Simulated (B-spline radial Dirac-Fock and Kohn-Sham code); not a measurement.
**Satellites and hypersatellites of the K lines of Pt**

System: the Pt atom, configuration [Xe] 4f14 5d9 6s1.

Input of the calculation (task.json; shells as n, l, electrons):

```json
{"items": [{
  "Z": 78,
  "q": 0,
  "cfg": [[1, 0, 2], [2, 0, 2], [2, 1, 6], [3, 0, 2], [3, 1, 6], [3, 2, 10], [4, 0, 2], [4, 1, 6], [4, 2, 10], [4, 3, 14], [5, 0, 2], [5, 1, 6], [5, 2, 9], [6, 0, 1]],
  "A": 195,
  "rrms": 5.427,
  "do": ["binding", "quiet", "double"]
}]}
```

Run with: `python xray_run.py task.json out`

Method: ΔSCF Dirac-Fock with Breit, self-energy and vacuum polarisation, finite nucleus, configuration average. Computed with a radial finite-basis atomic code. Each two-hole energy is an average over J within one jj subconfiguration, not an observable level; in light atoms, where LS coupling holds, the j-resolved values are not observed lines, and for a K spectator the Kα1 hypersatellite is nearly forbidden. Correlation energy is missing from these numbers.

Lines without a spectator: Kα2 (K-L2) 65117.0 eV, Kα1 (K-L3) 66826.4 eV, Kβ3 (K-M2) 75358.8 eV, Kβ1 (K-M3) 75738.8 eV. Shifts in eV with one spectator hole (a dash: not computed, or left out as unreliable):

| spectator hole | Kα2 | Kα1 | Kβ3 | Kβ1 |
| --- | --- | --- | --- | --- |
| K (1s) | +1063.7 | +1154.2 | +1379.8 | +1401.0 |
| L2 (2p1/2) | +138.6 | +189.5 | – | +352.9 |
| L3 (2p3/2) | +99.0 | +110.9 | +256.2 | – |
| M2 (3p1/2) | – | +30.6 | +57.0 | +67.7 |
| M3 (3p3/2) | +15.55 | – | +46.5 | +47.4 |
| M4 (3d3/2) | +5.13 | +1.79 | – | – |
